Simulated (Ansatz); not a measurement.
Reaction (ligand exchange at the Si–O bond): `CO[Si](N)(O)F` + HCl → `N[Si](O)(F)Cl` + CH₃OH

Calculated with Ansatz (gas phase, PBE0-D4/def2-TZVP geometries, no zero-point term in ΔE). CCSD(T)/CBS adds triple-zeta CCSD(T) − MP2 to the extrapolated MP2 energy (def2 sets, frozen cores). This one scheme is used for every species. Functionals use def2-TZVPP. B3LYP here is the variant with VWN-RPA as its local correlation; programs differ in this. HSE06 is defined as in plane-wave codes. Each species was taken in one conformer, which may not be the lowest.

```json
{"level": "LDA (SPW92)", "ΔE (kcal/mol)": "3.0", "difference from CCSD(T)/CBS": "-0.5"}
{"level": "PBE-D4", "ΔE (kcal/mol)": "1.2", "difference from CCSD(T)/CBS": "-2.3"}
{"level": "BLYP-D4", "ΔE (kcal/mol)": "3.5", "difference from CCSD(T)/CBS": "0.0"}
{"level": "r2SCAN-D4", "ΔE (kcal/mol)": "2.7", "difference from CCSD(T)/CBS": "-0.8"}
{"level": "B97M-V", "ΔE (kcal/mol)": "2.8", "difference from CCSD(T)/CBS": "-0.7"}
{"level": "PBE0-D4", "ΔE (kcal/mol)": "1.8", "difference from CCSD(T)/CBS": "-1.7"}
{"level": "B3LYP-D4", "ΔE (kcal/mol)": "3.8", "difference from CCSD(T)/CBS": "0.3"}
{"level": "r2SCANh-D4", "ΔE (kcal/mol)": "2.8", "difference from CCSD(T)/CBS": "-0.7"}
{"level": "r2SCAN0-D4", "ΔE (kcal/mol)": "2.9", "difference from CCSD(T)/CBS": "-0.6"}
{"level": "HSE06-D4", "ΔE (kcal/mol)": "1.7", "difference from CCSD(T)/CBS": "-1.8"}
{"level": "BHLYP-D4", "ΔE (kcal/mol)": "4.5", "difference from CCSD(T)/CBS": "1.0"}
{"level": "CAM-B3LYP-D4", "ΔE (kcal/mol)": "4.8", "difference from CCSD(T)/CBS": "1.3"}
{"level": "ωB97X-V", "ΔE (kcal/mol)": "3.1", "difference from CCSD(T)/CBS": "-0.4"}
{"level": "ωB97M-V", "ΔE (kcal/mol)": "3.1", "difference from CCSD(T)/CBS": "-0.4"}
{"level": "PBE", "ΔE (kcal/mol)": "0.8", "difference from CCSD(T)/CBS": "-2.7"}
{"level": "revPBE", "ΔE (kcal/mol)": "0.0", "difference from CCSD(T)/CBS": "-3.5"}
{"level": "BLYP", "ΔE (kcal/mol)": "2.7", "difference from CCSD(T)/CBS": "-0.8"}
{"level": "r2SCAN", "ΔE (kcal/mol)": "2.5", "difference from CCSD(T)/CBS": "-1.0"}
{"level": "PBE0", "ΔE (kcal/mol)": "1.4", "difference from CCSD(T)/CBS": "-2.1"}
{"level": "B3LYP", "ΔE (kcal/mol)": "3.2", "difference from CCSD(T)/CBS": "-0.3"}
{"level": "r2SCAN0", "ΔE (kcal/mol)": "2.7", "difference from CCSD(T)/CBS": "-0.8"}
{"level": "HSE06", "ΔE (kcal/mol)": "1.3", "difference from CCSD(T)/CBS": "-2.2"}
{"level": "BHLYP", "ΔE (kcal/mol)": "4.2", "difference from CCSD(T)/CBS": "0.7"}
{"level": "CAM-B3LYP", "ΔE (kcal/mol)": "4.4", "difference from CCSD(T)/CBS": "0.9"}
{"level": "LC-ωPBE", "ΔE (kcal/mol)": "2.5", "difference from CCSD(T)/CBS": "-1.0"}
{"level": "RPA@PBE/def2-TZVPP", "ΔE (kcal/mol)": "5.1", "difference from CCSD(T)/CBS": "1.6"}
{"level": "HF/def2-SVP", "ΔE (kcal/mol)": "3.9", "difference from CCSD(T)/CBS": "0.4"}
{"level": "MP2/def2-SVP", "ΔE (kcal/mol)": "3.7", "difference from CCSD(T)/CBS": "0.2"}
{"level": "CCSD/def2-SVP", "ΔE (kcal/mol)": "4.3", "difference from CCSD(T)/CBS": "0.8"}
{"level": "CCSD(T)/def2-SVP", "ΔE (kcal/mol)": "4.3", "difference from CCSD(T)/CBS": "0.8"}
{"level": "MP2/def2-TZVPP", "ΔE (kcal/mol)": "3.5", "difference from CCSD(T)/CBS": "0.0"}
{"level": "SCS-MP2/def2-TZVPP", "ΔE (kcal/mol)": "4.1", "difference from CCSD(T)/CBS": "0.6"}
{"level": "CCSD/def2-TZVPP", "ΔE (kcal/mol)": "4.8", "difference from CCSD(T)/CBS": "1.3"}
{"level": "CCSD(T)/def2-TZVPP", "ΔE (kcal/mol)": "4.5", "difference from CCSD(T)/CBS": "1.0"}
{"level": "HF/def2-QZVPP", "ΔE (kcal/mol)": "4.9", "difference from CCSD(T)/CBS": "1.4"}
{"level": "MP2/def2-QZVPP", "ΔE (kcal/mol)": "2.9", "difference from CCSD(T)/CBS": "-0.6"}
{"level": "SCS-MP2/def2-QZVPP", "ΔE (kcal/mol)": "3.5", "difference from CCSD(T)/CBS": "0.0"}
{"level": "HF/CBS(def2)", "ΔE (kcal/mol)": "5.0", "difference from CCSD(T)/CBS": "1.5"}
{"level": "MP2/CBS(def2)", "ΔE (kcal/mol)": "2.4", "difference from CCSD(T)/CBS": "-1.1"}
{"level": "CCSD/CBS(def2)", "ΔE (kcal/mol)": "3.7", "difference from CCSD(T)/CBS": "0.2"}
{"level": "CCSD(T)/CBS", "ΔE (kcal/mol)": "3.5", "difference from CCSD(T)/CBS": "0"}
```

Largest T1 diagnostic among the species: 0.011.

From BLYP to BHLYP (50 % exact exchange), in def2-TZVPP and without D4, ΔE moves by +1.5 kcal/mol. Leaving LDA and LC-ωPBE aside and taking each functional with its dispersion term where it has one, the values spread over 3.5 kcal/mol, from PBE-D4 to CAM-B3LYP-D4. LDA lies +2.2 kcal/mol from PBE without D4. At CCSD(T), def2-SVP lies +0.8 kcal/mol from the extrapolated value and def2-TZVPP +1.0 kcal/mol.

CCSD(T)/CBS has its own doubt, a few kJ/mol and more with outer-core shells, so smaller differences from it don't rank the levels.
